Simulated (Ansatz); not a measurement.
Reaction (ligand exchange at the Hf–Br bond): `[OH][Hf]([F])([Cl])[Br]` + H₂S → `[OH][Hf]([F])([SH])[Cl]` + HBr

Computed with Ansatz on PBE0-D4/def2-TZVP structures; ΔE is electronic, products minus reactants. CCSD(T)/CBS is the MP2 limit (def2-TZVPP, def2-QZVPP) plus CCSD(T) − MP2 in def2-TZVPP, frozen cores. This one scheme is used for every species. DFT in def2-TZVPP. def2 core potentials past Kr. For Br, Hf outer-core shells are correlated without core-valence functions, which leaves a few kJ/mol of doubt a bond. Scalar relativity is left out up to krypton. One conformer a species, not always the lowest.

`[OH][Hf]([F])([Cl])[Br]`:

```xyz
6

O     1.326   -0.474   -0.437
Hf   -0.361    0.201    0.067
F    -0.903    1.495   -1.203
Cl   -0.205    1.224    2.168
Br   -2.038   -1.656    0.115
H     2.182   -0.790   -0.710
```

H₂S:

Cartesian coordinates in Å:
```
S -0.347 -0.187 -0.478
H 0.285 0.958 -0.179
H 0.062 -0.772 0.657
```

`[OH][Hf]([F])([SH])[Cl]`:

Cartesian coordinates in Å:
```
O -0.194 1.075 -1.080
Hf -0.430 -0.411 0.069
F -2.157 -0.444 0.851
S 1.205 -0.208 1.875
Cl -0.116 -2.411 -1.125
H -0.267 1.774 -1.723
H 1.958 0.626 1.133
```

HBr:

Z-matrix (Å, degrees):
```
Br
H 1 1.420
```

**Question.** Is it downhill or uphill in electronic energy at CCSD(T)/CBS, and by how much? (Estimate.)

**Answer.** Computed: Uphill: ΔE = +71.1 kJ/mol.

**Question.** What do these levels give: r2SCAN-D4, r2SCANh-D4, ωB97X-V, BLYP, PBE0, CCSD/def2-TZVPP? (Best estimate.)

**Answer.** Computed: r2SCAN-D4 69.0, r2SCANh-D4 69.9, ωB97X-V 71.1, BLYP 67.1, PBE0 68.3, CCSD/def2-TZVPP 72.2 kJ/mol.

Largest T1 diagnostic among the species: 0.015.

In def2-TZVPP, CCSD(T) changes the Hartree–Fock value by −14.1 kJ/mol (the triples alone add −2.3 kJ/mol) and MP2 by −12.7 kJ/mol. From PBE to PBE0 (25 % exact exchange), in def2-TZVPP and without D4, ΔE moves by +4.3 kJ/mol. Leaving LDA and LC-ωPBE aside and taking each functional with its dispersion term where it has one, the values, not all of them listed here, spread over 12.1 kJ/mol, from revPBE-D4 to BHLYP-D4.
